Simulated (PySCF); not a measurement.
**Radial density of Sm (samarium, neutral)**

B97-3, [Xe] 4f6 6s1 6p1, one real determinant (an excited configuration). All numbers are calculated (PySCF 2.14, scalar relativity by spin-free X2C-1e, in ANO-RCC-VTZP (8s7p5d3f2g1h, 104 functions)).

```csv
r (bohr),4πr²ρ (e/bohr),4πr²(ρα − ρβ)
0.0201,79.23,0.0043
0.0339,73.12,0.0094
0.0570,102.7,0.0181
0.0959,94.47,0.0170
0.161,88.38,0.2719
0.271,68.90,1.7343
0.456,41.39,5.3512
0.767,29.28,5.8243
1.29,10.49,2.6247
2.17,3.086,0.4200
3.65,0.6525,0.5501
6.14,0.2582,0.2581
10.3,0.007738,0.0077
17.4,1.963e-05,0.0000
```

Densities and radii are taken from the X2C orbitals without a picture-change correction, which distorts them close to the nucleus.

⟨L²⟩ = 14.04 against 20 for a pure G term, so this real determinant mixes terms. Spin-orbit coupling, absent here, splits the open shell strongly.
